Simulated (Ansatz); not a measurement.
Geometry optimisation, RKS PBE/def2-SVP in Ansatz.

Input:

```yaml
crystal:
  periodic: [false, false, false]
  atoms:
    - { symbol: Ge, position_ang: [0.006955, 0.040054, -0.006722] }
    - { symbol: O, position_ang: [-0.12812, 0.180953, 1.763426] }
    - { symbol: H, position_ang: [-1.056333, 0.074145, 2.049624] }
    - { symbol: Ge, position_ang: [2.273923, 0.070913, -0.890425] }
    - { symbol: H, position_ang: [2.570458, -1.290851, -1.548793] }
    - { symbol: H, position_ang: [2.304023, 1.214226, -1.934307] }
    - { symbol: H, position_ang: [3.236676, 0.378991, 0.278004] }
    - { symbol: F, position_ang: [-0.914565, 1.402693, -0.629208] }
    - { symbol: F, position_ang: [-1.000082, -1.315316, -0.484951] }
    - { symbol: Br, position_ang: [1.781529, -2.645927, 1.617621] }
    - { symbol: H, position_ang: [1.046035, -1.574481, 2.383031] }
basis:
  gaussian: { orbitals: def2-SVP }
hamiltonian:
  xc: pbe
relax:
  f_tol: 0.03
  max_steps: 50
```

Run as:

```bash
$ ansatz run input.yaml --threads 4 --pin off --max-ram 5120MiB --backend cpu --events-out ev --progress --plain --runs-dir out
```

**Question.** Where does it end, and by what steps?

**Answer.** It converged. After 16 steps the energy has fallen by 0.179 eV; Br10 moved furthest, 0.88 Å.

| step | energy less start (eV) | largest force component (eV/Å) | accepted |
| --- | --- | --- | --- |
| 0 | 0.0000 | 0.754 | yes |
| 1 | -0.0731 | 0.347 | yes |
| 2 | -0.1156 | 0.623 | yes |
| 3 | -0.1461 | 0.189 | yes |
| 4 | -0.1567 | 0.118 | yes |
| 5 | -0.1612 | 0.056 | yes |
| 6 | -0.1643 | 0.054 | yes |
| 7 | -0.1692 | 0.185 | yes |
| 8 | -0.1714 | 0.077 | yes |
| 9 | -0.1736 | 0.168 | yes |
| 10 | -0.1758 | 0.141 | yes |
| 11 | -0.1767 | 0.117 | yes |
| 12 | -0.1777 | 0.061 | yes |
| 13 | -0.1782 | 0.056 | yes |
| 14 | -0.1784 | 0.042 | yes |
| 15 | -0.1785 | 0.036 | yes |
| 16 | -0.1786 | 0.029 | yes |

```xyz
11
Properties=species:S:1:pos:R:3
Ge -0.042 0.198 -0.072
O -0.209 -0.373 1.635
H -1.135 -0.596 1.859
Ge 2.232 0.009 -0.930
H 2.504 -1.484 -1.191
H 2.249 0.833 -2.238
H 3.171 0.613 0.131
F -0.666 1.836 -0.090
F -1.258 -0.700 -0.961
Br 2.231 -2.329 2.310
H 1.043 -1.472 2.145
```

The run took 48 s on 4 threads of Arm Neoverse V1, on a shared host, peak memory 0.28 GiB.
